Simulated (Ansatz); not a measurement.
In₇Sb₈H₂₄⁺, a nanocrystal cut from zinc blende InSb (hydrogen-capped) was relaxed with PBE-D4 (def2-SVP) in Ansatz in these states: charge +1 singlet, neutral doublet. The geometries follow in no particular order.

In the def2 sets In, Sb take a core potential; there is no spin–orbit coupling. Single mean-field runs in def2-SVP are fitted with def2-universal-jkfit.

A:

```csv
atom,x (Å),y (Å),z (Å)
In1,-1.552,4.748,2.443
In2,0.624,3.246,-2.199
In3,-3.839,0.904,-0.478
In4,0.702,-0.110,1.672
In5,-2.153,-3.005,-1.446
In6,2.310,-0.663,-3.163
In7,2.603,-4.913,0.060
Sb8,-3.722,3.132,1.469
Sb9,-0.011,5.080,0.038
Sb10,-0.026,2.430,3.244
Sb11,1.742,0.958,-0.849
Sb12,-1.870,-0.937,0.542
Sb13,2.212,-2.774,1.961
Sb14,-0.204,-5.046,-0.548
Sb15,3.508,-3.098,-1.978
H16,-1.919,6.153,3.405
H17,1.895,4.116,-3.009
H18,-0.966,2.834,-2.764
H19,-3.202,1.664,-1.904
H20,-5.432,0.267,-0.181
H21,-1.422,-2.459,-2.923
H22,-3.662,-3.838,-1.200
H23,3.669,0.010,-4.017
H24,0.814,-1.286,-3.786
H25,3.479,-6.398,0.310
H26,-5.014,4.235,1.180
H27,-4.377,2.562,2.957
H28,-0.460,6.626,-0.578
H29,1.478,5.637,0.698
H30,1.410,3.077,3.953
H31,-0.701,1.969,4.765
H32,3.312,1.530,-0.425
H33,-2.698,-1.626,1.889
H34,1.679,-3.564,3.401
H35,3.789,-2.455,2.588
H36,-0.805,-5.741,0.909
H37,-0.401,-6.491,-1.465
H38,5.053,-2.669,-1.349
H39,4.155,-4.100,-3.222
```

B:

```xyz
39

In    3.884    3.134    1.505
In   -1.307    3.989    0.723
In    0.433    0.148    4.236
In    0.736   -0.164   -0.544
In   -2.114   -3.227    1.810
In   -3.853    0.621   -1.712
In   -1.289   -3.716   -3.424
Sb    2.983    1.569    3.724
Sb    1.570    4.691    0.870
Sb    3.333    1.078   -0.470
Sb   -1.236    1.753   -1.138
Sb    0.249   -1.531    1.868
Sb    0.975   -2.041   -2.714
Sb   -1.723   -4.656   -0.758
Sb   -3.134   -1.538   -3.612
H     5.476    3.812    1.460
H    -1.966    5.337   -0.136
H    -1.568    3.279    2.278
H    -0.723    1.413    3.988
H     0.850   -0.887    5.556
H    -3.422   -2.166    1.410
H    -1.872   -4.482    2.973
H    -4.683    1.746   -2.729
H    -4.268   -0.293   -0.302
H    -1.032   -4.806   -4.743
H     3.296    2.633    5.038
H     4.334    0.552    4.026
H     1.759    6.028    1.933
H     2.076    5.542   -0.534
H     3.691    1.604   -2.065
H     4.499   -0.182   -0.429
H    -0.626    2.364   -2.625
H     1.609   -2.584    1.898
H     2.394   -2.966   -2.433
H     1.584   -1.179   -4.068
H    -0.529   -5.882   -0.607
H    -3.031   -5.745   -0.990
H    -2.786   -0.900   -5.168
H    -4.569   -2.348   -4.097
```

**Question.** Judge from the bond lengths which geometry belongs to which state (an estimate).

**Answer.** A is the neutral doublet (In4–Sb13 3.076 Å, In4–Sb10 3.076 Å, In4–Sb11 2.928 Å); B is the charge +1 singlet (In4–Sb13 2.879 Å, In4–Sb10 2.880 Å, In4–Sb11 2.814 Å).
